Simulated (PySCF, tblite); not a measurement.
Isomers of C5H13FSSi. Calculated harmonic vibrations of the isolated species, GFN2-xTB (tblite), most abundant isotopes, no scaling. This tight-binding method is rough: wavenumbers can miss measured ones by several per cent, in bad cases by 10 to 20. Modes of hydrogen on silicon can be 10 to 20 % off. One conformer each.

Electronic energies: PBE0/pcSseg-1 single points on the GFN2-xTB geometries (PySCF, gas phase).

```json
{"SMILES": "CCS[C@@](C)(F)[SiH2]C", "electronic energy, lowest = 0 (kcal/mol)": "34.9"}
{"SMILES": "CS[Si](C)(C)CCF", "electronic energy, lowest = 0 (kcal/mol)": "0.0"}
{"SMILES": "CSC[SiH2]C(C)(C)F", "electronic energy, lowest = 0 (kcal/mol)": "37.2"}
```

**Question.** How do GFN2-xTB zero-point energies change the relative energies?

**Answer.** 
```tsv
SMILES	ZPE (kcal/mol)	of it from modes above 1550 cm⁻¹	electronic (kcal/mol)	with ZPE, lowest = 0 (kcal/mol)	lowest mode (cm⁻¹)	rings
CS[Si](C)(C)CCF	106.5	56.1	0.0	0.0	33	0
CCS[C@@](C)(F)[SiH2]C	103.6	54.1	34.9	32.0	37	0
CSC[SiH2]C(C)(C)F	103.8	54.1	37.2	34.5	27	0
```

The zero-point energies span 2.9 kcal/mol, from `CCS[C@@](C)(F)[SiH2]C` to `CS[Si](C)(C)CCF`. The order is unchanged.

**Question.** And how do the electronic energies of GFN2-xTB itself compare?

**Answer.** `CS[Si](C)(C)CCF` 0.0; `CCS[C@@](C)(F)[SiH2]C` 10.3; `CSC[SiH2]C(C)(C)F` 11.1 kcal/mol, lowest = 0. Against the energies above, taken from the same isomer `CS[Si](C)(C)CCF`, the largest difference is 26.1 kcal/mol.

**Question.** What do entropy and thermal enthalpy add at 298.15 K and 1 bar (rigid rotor, harmonic oscillator, one conformer each)?

**Answer.** 
| SMILES | point group | symmetry number | S (cal/(mol K)) | H − H(0) (kcal/mol) | ZPE + H − H(0) − TS (kcal/mol) |
| --- | --- | --- | --- | --- | --- |
| CS[Si](C)(C)CCF | C1 | 1 | 116.9 | 8.95 | 80.6 |
| CCS[C@@](C)(F)[SiH2]C | C1 | 1 | 112.8 | 8.63 | 78.6 |
| CSC[SiH2]C(C)(C)F | C1 | 1 | 111.9 | 8.46 | 78.9 |
